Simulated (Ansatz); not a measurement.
Calculated with Ansatz (gas phase, PBE0-D4/def2-TZVP geometries, no zero-point term in ΔE). CBS: MP2 limit from def2 TZ/QZ plus the TZ coupled-cluster correction, frozen cores. This one scheme is used for every species. DFT in def2-TZVPP. B3LYP here is the variant with VWN-RPA as its local correlation; programs differ in this. For Ge outer-core shells are correlated without core-valence functions, which leaves a few kJ/mol of doubt a bond. Scalar relativity is left out up to krypton. One conformer a species, not always the lowest.

Consider the redistribution: `[F][Al]([Cl])[GeH3]` + `CNBO` → `CN[BH][GeH3]` + `[OH][Al]([F])[Cl]`.

`[F][Al]([Cl])[GeH3]`:

Z-matrix (Å, degrees):
```
Ge
Al 1 2.454
H 1 1.538 2 110.3
H 1 1.538 2 110.3 3 -119.0
H 1 1.536 2 111.2 3 120.5
Cl 2 2.087 1 123.3 3 -121.1
F 2 1.644 1 119.8 3 59.0
```

`CNBO`:

```xyz
10

C     0.259    0.032   -1.461
N     0.051   -0.500   -0.140
B    -0.195    0.239    1.019
O    -0.371   -0.433    2.204
H    -0.495   -0.323   -2.171
H     0.194    1.120   -1.423
H     1.246   -0.229   -1.858
H     0.091   -1.505   -0.070
H    -0.247    1.439    0.961
H    -0.533    0.159    2.938
```

`CN[BH][GeH3]`:

```xyz
12

C     0.676    0.929    1.313
N    -0.614    0.883    0.664
B    -1.039    0.090   -0.386
Ge    0.117   -1.317   -1.361
H     1.346    0.209    0.846
H     1.126    1.923    1.229
H     0.593    0.683    2.376
H    -1.277    1.536    1.055
H    -2.172    0.241   -0.752
H    -0.542   -2.709   -1.272
H     0.220   -0.983   -2.863
H     1.565   -1.485   -0.850
```

`[OH][Al]([F])[Cl]`:

Cartesian coordinates in Å:
```
O -1.259 -0.111 0.299
Al 0.278 0.000 -0.357
F 0.440 -0.118 -1.979
Cl 1.978 0.281 0.801
H -1.437 -0.052 1.236
```

**Question.** Is it downhill or uphill in electronic energy at CCSD(T)/CBS, and by how much? (Estimate.)

**Answer.** The calculation gave: Uphill: ΔE = +13.0 kJ/mol.

**Question.** What do these levels give: PBE-D4, B3LYP-D4, ωB97M-V, PBE0, CCSD(T)/def2-TZVPP, MP2/CBS(def2)? (Best estimate.)

**Answer.** Computed: PBE-D4 26.7, B3LYP-D4 21.2, ωB97M-V 21.4, PBE0 29.3, CCSD(T)/def2-TZVPP 14.0, MP2/CBS(def2) 8.6 kJ/mol.

Largest T1 diagnostic among the species: 0.013.

In def2-TZVPP, CCSD(T) changes the Hartree–Fock value by −15.3 kJ/mol (the triples alone add −1.5 kJ/mol) and MP2 by −19.6 kJ/mol. The D4 term adds −4.7 kJ/mol with B3LYP and −2.5 kJ/mol with PBE0; it sums over pairs of atoms, weighted by their polarisabilities, and B3LYP, whose exchange is more repulsive, gets the larger term.
